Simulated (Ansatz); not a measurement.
`N[SiH](F)[Si](N)(O)O` → `N[Si]F` + `N[SiH](O)O`  (silylene formation by 1,1-elimination)

Program: Ansatz. Geometries: PBE0-D4/def2-TZVP. ΔE: electronic, gas phase. CBS: MP2 limit from def2 TZ/QZ plus the TZ coupled-cluster correction, frozen cores. This one scheme is used for every species. One conformer a species, not always the lowest.

```
               species  CCSD/def2-TZVPP energy (Eh)
`N[SiH](F)[Si](N)(O)O`                   -941.87788
              `N[Si]F`                   -444.71924
          `N[SiH](O)O`                   -497.11666
```

Question: Work out ΔE.

Answer: ΔE = (-444.71924) + (-497.11666) − (-941.87788) = 0.04198 Eh = +110.2 kJ/mol. CCSD(T)/CBS gives +118.1 kJ/mol.

Largest T1 diagnostic among the species: 0.014.

The D4 term adds +20.3 kJ/mol with B3LYP and +11.6 kJ/mol with PBE0; it sums over pairs of atoms, weighted by their polarisabilities, and B3LYP, whose exchange is more repulsive, gets the larger term. In def2-TZVPP, CCSD(T) changes the Hartree–Fock value by +12.5 kJ/mol (the triples alone add +2.4 kJ/mol) and MP2 by +20.8 kJ/mol. From PBE to PBE0 (25 % exact exchange), in def2-TZVPP and without D4, ΔE moves by +10.5 kJ/mol.

B3LYP here is the variant with VWN-RPA as its local correlation; programs differ in this.
